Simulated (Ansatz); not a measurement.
Consider the ligand exchange at the Si–C bond: `F[CH]([SiH3])[AlH][SiH3]` + `O[Si]S` → `[SiH3]O[Si]S` + `F[CH2][AlH][SiH3]`.

Program: Ansatz. Geometries: PBE0-D4/def2-TZVP. ΔE: electronic, gas phase. CCSD(T)/CBS adds triple-zeta CCSD(T) − MP2 to the extrapolated MP2 energy (def2 sets, frozen cores). This one scheme is used for every species. DFT in def2-TZVPP. B3LYP here is the variant with VWN-RPA as its local correlation; programs differ in this. One conformer a species, not always the lowest.

`F[CH]([SiH3])[AlH][SiH3]`:

Cartesian coordinates in Å:
```
F -1.041 -1.968 -1.726
C -0.226 -0.999 -1.106
Si 0.795 -1.813 0.261
Al -1.276 0.542 -0.440
Si 0.006 2.308 0.688
H 0.493 -0.637 -1.858
H 1.538 -3.000 -0.235
H 1.752 -0.789 0.764
H -0.086 -2.230 1.386
H -2.853 0.539 -0.597
H -0.666 3.638 0.651
H 1.363 2.465 0.090
H 0.200 1.944 2.123
```

`O[Si]S`:

Cartesian coordinates in Å:
```
O -0.890 -0.635 0.879
Si 0.426 -1.293 0.140
S 1.250 0.339 -1.040
H -1.158 0.279 0.756
H 0.371 1.311 -0.734
```

`[SiH3]O[Si]S`:

```xyz
8

Si    0.794   -1.017    0.631
O    -0.135    0.201    0.023
Si   -0.974    1.541    0.490
S    -1.728    2.204   -1.421
H     2.133   -0.950   -0.002
H     0.927   -0.877    2.104
H     0.147   -2.311    0.307
H    -1.165    1.211   -2.133
```

`F[CH2][AlH][SiH3]`:

Z-matrix (Å, degrees):
```
C
Al 1 1.984
F 1 1.400 2 111.4
H 1 1.098 2 112.0 3 120.7
H 1 1.098 2 112.0 3 -120.7
Si 2 2.454 1 118.8 3 0.0
H 2 1.592 1 116.8 3 -180.0
H 6 1.491 2 110.5 1 59.2
H 6 1.490 2 112.8 1 179.8
H 6 1.491 2 110.5 1 -59.6
```

| level | ΔE (kcal/mol) | difference from CCSD(T)/CBS |
| --- | --- | --- |
| PBE-D4 | -21.2 | 4.5 |
| r2SCAN-D4 | -24.5 | 1.2 |
| ωB97X-V | -25.4 | 0.3 |
| B2PLYP | -27.2 | -1.5 |
| PBE | -21.8 | 3.9 |
| r2SCAN | -24.6 | 1.1 |
| PBE0 | -23.8 | 1.9 |
| B3LYP | -27.0 | -1.3 |
| MP2/def2-TZVPP | -26.8 | -1.1 |
| HF/def2-QZVPP | -33.2 | -7.5 |
| CCSD(T)/CBS | -25.7 | 0 |

Largest T1 diagnostic among the species: 0.015.

From PBE to PBE0 (25 % exact exchange), in def2-TZVPP and without D4, ΔE moves by −2.0 kcal/mol. The D4 term adds +1.0 kcal/mol with B3LYP and +0.6 kcal/mol with PBE0; it sums over pairs of atoms, weighted by their polarisabilities, and B3LYP, whose exchange is more repulsive, gets the larger term.
